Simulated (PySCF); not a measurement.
Cost of excited-state runs on `C=C(C=O)[C@H]1COC(=O)O1`, C6H6O4

Bonds (- single, = double, # triple, : aromatic): C1=C2, C2-C3, C3=O4, C2-C5, C5-C6, C6-O7, O7-C8, C8=O9, C8-O10, O10-C5. C1 carries H11, H12; C3 carries H13; C5 carries H14; C6 carries H15, H16. Stereochemistry as in C=C(C=O)[C@H]1COC(=O)O1. H16 is cis to C2 on the ring; H11 is cis to C3; H15 is trans to C2 on the ring; H12 is trans to C3.

PySCF with density fitting, on 1 thread of an Arm Neoverse V1, shared host. Command: `OMP_NUM_THREADS=1 python excited_run.py task.json out`

Q: How long does this run take, and how much memory?
- magnetisability and related constants, HF/pcSseg-1; usual settings

A: 
| run | level | basis functions | wall time | peak memory (GiB) |
| --- | --- | --- | --- | --- |
| magnetisability and related constants | HF/pcSseg-1 | 200 | 35 s | 0.89 |

Times from a shared host are rough.
